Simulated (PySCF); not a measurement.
## Fractional electron number in Mn (manganese, neutral)

The 4s beta orbital of [Ar] 3d5 4s2 is emptied in steps (occupation f), with all orbitals relaxed, ending at [Ar] 3d5 4s1. Calculation: PySCF 2.14, in aug-cc-pVTZ-DK; scalar relativity by spin-free X2C-1e. The exact energy is a straight line in f; departures are measured from the line between the end points of the same method.

Question: Among UHF, LDA, PBE, which shows the largest delocalisation error (convex curve), and which is closest to linear?

Answer: Most convex: LDA (-0.740 eV at f = 0.5); closest to linear: UHF (0.038 eV).

```json
{"f": "1", "UHF (eV)": "0.000", "LDA (eV)": "0.000", "PBE (eV)": "0.000"}
{"f": "0.9", "UHF (eV)": "0.015", "LDA (eV)": "-0.265", "PBE (eV)": "-0.251"}
{"f": "0.7", "UHF (eV)": "0.034", "LDA (eV)": "-0.620", "PBE (eV)": "-0.586"}
{"f": "0.5", "UHF (eV)": "0.038", "LDA (eV)": "-0.740", "PBE (eV)": "-0.699"}
{"f": "0.3", "UHF (eV)": "0.030", "LDA (eV)": "-0.622", "PBE (eV)": "-0.585"}
{"f": "0.1", "UHF (eV)": "0.012", "LDA (eV)": "-0.266", "PBE (eV)": "-0.242"}
{"f": "0", "UHF (eV)": "0.000", "LDA (eV)": "0.000", "PBE (eV)": "0.000"}
```

```json
{"method": "UHF", "E(f=0) − E(f=1) (eV)": "6.022", "−ε at f=1 (eV)": "6.200", "−ε at f=0.5 (eV)": "6.012"}
{"method": "LDA", "E(f=0) − E(f=1) (eV)": "7.577", "−ε at f=1 (eV)": "4.643", "−ε at f=0.5 (eV)": "7.572"}
{"method": "PBE", "E(f=0) − E(f=1) (eV)": "7.245", "−ε at f=1 (eV)": "4.464", "−ε at f=0.5 (eV)": "7.246"}
```

As f goes to zero the orbital energy of a semilocal functional can turn back, because the density of that orbital vanishes from the exchange-correlation potential.

Reference removal energy between the ground levels: 7.434 eV (measured; NIST Atomic Spectra Database, ionization energies). UHF lacks correlation.
